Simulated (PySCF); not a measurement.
**CH8Cl2SSi3**

The system: CH8Cl2SSi3, a molecule drawn to mimic a surface site (built as: Si site whose three back bonds go to CH2SiH3, Cl, SSiH3; end group Cl); neutral, singlet. The structure, one conformer, was relaxed in the gas phase by PBE0-D3(BJ)/def2-SVP. No frequency run checks that it is a minimum.

SMILES: [SiH3]C[Si](Cl)(Cl)S[SiH3]

```xyz
15

Si    0.172    0.076    0.021
C    -1.550   -0.497   -0.335
Si   -2.856   -0.135    0.985
Cl    0.852   -0.758    1.783
S     1.429   -0.477   -1.603
Si    3.356    0.241   -0.932
Cl    0.199    2.123    0.296
H    -1.863   -0.032   -1.286
H    -1.507   -1.587   -0.503
H    -4.178   -0.644    0.509
H    -2.954    1.335    1.221
H    -2.499   -0.820    2.261
H     3.317    1.714   -0.712
H     3.767   -0.452    0.321
H     4.283   -0.099   -2.046
```
Atom numbers follow the order of the file, from 1.

Shieldings: GIAO PBE0/pcSseg-1. Shifts are against computed references at the same level: C TMS (σ 184.4 ppm), H TMS (σ 31.27 ppm), Si TMS (σ 352.0 ppm). Core levels by delta-SCF with SCAN, pcX-2 on the ionised atom and pcseg-1 elsewhere, spin-free X2C (2p3/2 is the spin-free 2p value less a third of a first-order spin-orbit splitting); from the vacuum level, for chosen atoms.

Task: Give the shieldings and core levels atom by atom.

Result: 
```
      atoms         bonded to  σ (ppm)  δ (ppm)  core level (eV)
        Si1  1 C + 2 Cl + 1 S    306.6     45.4     2p3/2 108.55
         C2        2 Si + 2 H    179.4      5.0        1s 290.43
        Si3         1 C + 3 H    423.8    -71.8                -
        Cl4              1 Si    814.2        -     2p3/2 206.03
         S5              2 Si    683.7        -     2p3/2 169.00
        Si6         1 S + 3 H    404.1    -52.1                -
        Cl7              1 Si    815.1        -     2p3/2 206.03
      H8 H9               1 C    30.78     0.48                -
H10 H11 H12              1 Si    27.19     4.07                -
H13 H14 H15              1 Si    26.49     4.78                -
```

Values are those of this one static structure, with the three H of a rotating XH3 group averaged; atoms that internal rotation interchanges would show their mean in an NMR spectrum.

Task: By CAM-B3LYP/def2-SVPD (TDDFT singlets, Tamm-Dancoff triplets, ionisation by delta-SCF), where does absorption start, and what does vertical ionisation take?

Result: The first singlet with intensity lies at 6.48 eV (f 0.024); what lies below it is dark. The lowest singlet lies at 6.19 eV (f 0.000), the strongest of the first 6 at 7.70 eV (f 0.116), the lowest triplet at 5.89 eV; vertical ionisation takes 9.76 eV.

The 3 runs behind this took 5.9 min in all, one thread each of Arm Neoverse V1 on a shared host, launched as `OMP_NUM_THREADS=1 python cluster_run.py task.json out`.
